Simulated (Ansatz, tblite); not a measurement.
Cost and result up the ladder for AlI3 (4 atoms). Charge 0, multiplicity 1. Geometry: r2SCAN-D4/def2-SVP.

```xyz
4

Al    0.000    0.000    0.000
I    -2.411    0.094    0.474
I     1.015    1.628   -1.539
I     1.396   -1.722    1.065
```

Ansatz on 4 threads of Arm Neoverse V1 on a shared host; xTB runs through tblite on one thread. Times are rough, summed over both states, and most runs start from the orbitals of an earlier one. PBE0-D4/def2-TZVP serves as the yardstick here, not as an exact answer. The other state is a triplet.

In the def2 sets I takes a core potential; there is no spin–orbit coupling. The xTB rows come from tblite.

xTB has no spin-polarisation term.

```
                          level  functions  wall time  vertical triplet (eV)  difference from PBE0-D4/def2-TZVP (eV)
                       GFN1-xTB         36    0.008 s                   4.50                                    0.15
                       GFN2-xTB         36    0.011 s                   4.41                                    0.06
               PBE-D4/def2-TZVP        187      5.6 s                   3.85                                   -0.50
PBE0-D4/def2-TZVP (with forces)        187       23 s                   4.35                                    0.00
            r2SCAN-D4/def2-TZVP        187       29 s                   4.18                                   -0.17
```
